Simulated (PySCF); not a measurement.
# F (fluorine, neutral): PBE0 calculation

Configuration: [He] 2s2 2p5, 2P determinant. All numbers are calculated (PySCF 2.14, no relativity, point nucleus, in pcseg-2 (4s3p2d1f, 30 functions)).

| Item | Value |
| --- | --- |
| Total energy | -99.6742 hartree |
| One-electron energy | -139.1684 hartree |
| Hartree (Coulomb) energy | 49.7735 hartree |
| Exchange-correlation energy | -10.2793 hartree |
| Kinetic energy | 99.50745 hartree |
| ⟨S²⟩ | 0.7517 |
| ⟨L²⟩ | 2.009 |
| Sum of ⟨r⟩ | 7.840 bohr |
| Sum of ⟨r²⟩ | 10.51 bohr² |
| Traceless quadrupole moment −½Σ⟨3z² − r²⟩ along its main axis | 0.680 e·bohr² |
| Density at the nucleus (Gaussians lack the cusp) | 433 bohr⁻³ |
| Spin density at the nucleus | 0.224 bohr⁻³ |
| Langevin diamagnetic susceptibility | -8.33 ×10⁻⁶ cm³/mol |
| Time after the integrals | 0.15 s of wall time on 1 thread of Neoverse-V1 (shared host) |

```tsv
shell	electrons	mean orbital energy (eV)	spread (eV)	rms radius, mean of both spins (bohr)
1s α	1	-676.72	0	0.205
1s β	1	-675.79	0	0.205
2s α	1	-34.480	0	1.11
2s β	1	-31.735	0	1.11
2p α	3	-14.284	2.578	1.26
2p β	2	-12.553	0	1.26
```
